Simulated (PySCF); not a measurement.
Species: C₂H₁₀BOPSi.
Structure used (PBE0-D3(BJ)/def2-SVP), in Å, numbered top down from 1:
```
atom  x, y, z in Å
C1    -1.409   -0.375    0.841
B2    -0.777    0.085   -0.522
C3    -1.319   -0.453   -1.893
P4     0.625    1.378   -0.458
Si5    2.060    0.209    0.816
O6     1.698    0.503    2.420
H7    -1.693   -1.441    0.815
H8    -2.358    0.182    0.955
H9    -0.805   -0.182    1.740
H10   -1.161    0.218   -2.751
H11   -2.377   -0.758   -1.853
H12   -0.740   -1.373   -2.107
H13    1.256    1.231   -1.728
H14    3.439    0.650    0.436
H15    1.974   -1.271    0.673
H16    1.568    1.430    2.645
```

Theory: PySCF 2.14.0, PBE0-D3(BJ)/def2-SVP geometry optimisation, gas phase.

Take the most abundant isotopes and a rigid rotor. The values belong to one conformer with, in the numbering `[CH3:1][B:2]([CH3:3])[PH:4][SiH2:5][OH:6]`, C1–B2–P4–Si5 59°, B2–P4–Si5–O6 -87°, P4–Si5–O6–H -47°.

**Question.** What are A, B and C (MHz)?

**Answer.** Ia = 150.37, Ib = 380.83, Ic = 452.04 u·Å²; 505379 MHz·u·Å²/I gives A = 3361, B = 1327, C = 1118 MHz.

**Question.** Classify the top.

**Answer.** An asymmetric top: κ = (2 × 1327 − 3361 − 1118)/(3361 − 1118) = -0.81.

**Question.** Is it planar, by Δ = Ic − Ia − Ib?

**Answer.** Not planar: Δ = Ic − Ia − Ib = -79.16 u·Å². For a rigid frame Δ = −2 Σ m c², so Σ m c² = 39.58 u·Å² lies off the ab plane: 10.84 from hydrogen and 28.74 from heavier atoms. The atom farthest from that plane is 1.90 Å away.

**Question.** List the rotational levels J(Ka,Kc) to J = 3 (MHz).

**Answer.** Above 0(0,0):
J = 1: 1(0,1) 2445, 1(1,1) 4479, 1(1,0) 4688
J = 2: 2(0,2) 7320, 2(1,2) 9160, 2(1,1) 9787, 2(2,1) 15889, 2(2,0) 15904
J = 3: 3(0,3) 14594, 3(1,3) 16172, 3(1,2) 17426, 3(2,2) 23224, 3(2,1) 23300, 3(3,1) 33925, 3(3,0) 33925
Those of J = 1 are B + C, A + C and A + B.

**Question.** Which types of transition are allowed, and where do some lines up to J = 4 fall?

**Answer.** The dipole components are |μa| = 0.71 D, |μb| = 0.27 D, |μc| = 0.17 D. Intensities carry the squares of the components, which stand as 1.00 : 0.15 : 0.06 (a : b : c). Some lines, for components of 0.1 D or more:

| type | branch | J(Ka,Kc) | MHz | lower level (cm⁻¹) |
| --- | --- | --- | --- | --- |
| c | Q | 4(1,4) ← 4(0,4) | 1280 | 0.808 |
| c | Q | 1(1,1) ← 1(0,1) | 2034 | 0.082 |
| b | R | 4(1,3) ← 3(2,2) | 4368 | 0.775 |
| a | R | 2(1,2) ← 1(1,1) | 4681 | 0.149 |
| a | R | 2(0,2) ← 1(0,1) | 4875 | 0.082 |
| c | Q | 3(2,2) ← 3(1,2) | 5798 | 0.581 |
| b | Q | 2(2,1) ← 2(1,2) | 6729 | 0.306 |
| a | R | 3(1,3) ← 2(1,2) | 7012 | 0.306 |
| a | R | 4(1,4) ← 3(1,3) | 9333 | 0.539 |
| a | R | 4(0,4) ← 3(0,3) | 9632 | 0.487 |
| c | Q | 3(3,1) ← 3(2,1) | 10625 | 0.777 |
| b | R | 4(1,4) ← 3(0,3) | 10911 | 0.487 |
| b | Q | 4(4,1) ← 4(3,2) | 14943 | 1.459 |
| c | R | 4(4,0) ← 3(3,0) | 24751 | 1.132 |

**Question.** Estimate the classical rotational partition function at 10 K, 25 K and 500 K.

**Answer.** Point group C1, symmetry number σ = 1; q = (√π/σ)·√((kT/h)³/(ABC)), k/h = 20836.6 MHz/K: 2390 at 10 K, 9440 at 25 K, 844000 at 500 K.

No PBE0-D3(BJ)/def2-SVP frequencies stand behind this structure, so it isn't proved a minimum. Zero-point vibration and centrifugal distortion are left out. A rigid rotor knows nothing of internal rotation, which can split or shift real lines. Quadrupole hyperfine structure (11B) is left out.
